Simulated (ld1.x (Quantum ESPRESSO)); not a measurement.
# What one change does to a pseudopotential (magnesium (Mg), TM)

```
Element                 : Mg (Z = 12)
Generator               : ld1.x (Quantum ESPRESSO) 7.5
Type                    : norm-conserving Troullier–Martins (Kleinman–Bylander form)
Functional              : LDA (PZ)
Relativity              : non-relativistic
Frozen core             : [Ne]
Valence charge          : 2
Reference configuration : 3s1.75 3p0.25
Partial waves           : 3p (bound): rc 3.15 bohr; 3s (bound): rc 2.55 bohr
Local potential         : the s channel
Core correction         : none
```

Change: core correction a·sin(br)/r model core inside 2.70 bohr.

Cutoffs: the cutoffs (Ry, on a coarse ladder) from which the occupation-weighted sum of valence levels, in a spherical-Bessel basis at the reference potential, stays within 10 and 1 mRy of its value at 400 Ry; they do not see the model core or the augmentation charge, which bear on the density cutoff. Errors are all-electron minus pseudo energies relative to the spin-unpolarised reference configuration.

How do hardness, ghosts and transferability respond?

The potential gets neither clearly harder nor softer (6 Ry and 18 Ry → 6 Ry and 18 Ry); of the 8 tests that both files solve, the error grows in 0 and shrinks in 6 by more than 15 % and 0.3 meV (median size 14.2 → 11.3 meV); neither file shows a bound ghost. Exchange and correlation are not linear in the density, so unscreening with the valence charge alone errs where core and valence overlap; a model core restores that term. A model core, the more so a compact one, raises the density cutoff, which this test does not measure.

```tsv
quantity	base	changed
cutoff, loose	6 Ry	6 Ry
cutoff, tight	18 Ry	18 Ry
bound ghosts	none	none
error for 3s2 3p0, meV [ΔE -0.86 eV]	+0.6	+0.5
error for 3s1 3p0, meV [ΔE 7.21 eV]	+21	+17
error for 3s1.5 3p0, meV [ΔE 2.33 eV]	+1.8	+1.4
error for 3s1 3p1, meV [ΔE 2.65 eV]	+7.3	+6.0
error for 3s0 3p1, meV [ΔE 11.57 eV]	+102	+83
error for 3s0 3p2, meV [ΔE 6.38 eV]	+51	+42
error for 3s1.75 3p0.25 (spin-polarised), meV [ΔE -0.04 eV]	+3.4	+2.9
error for 3s1 3p0 (spin-polarised), meV [ΔE 6.89 eV]	+108	+80
s: phases at 3.39 bohr within 0.05 rad from the reference energy up to (Ry; the scan ends near 5)	1.3	1.3
p: phases at 3.39 bohr within 0.05 rad from the reference energy up to (Ry; the scan ends near 5)	0.8	0.8
```
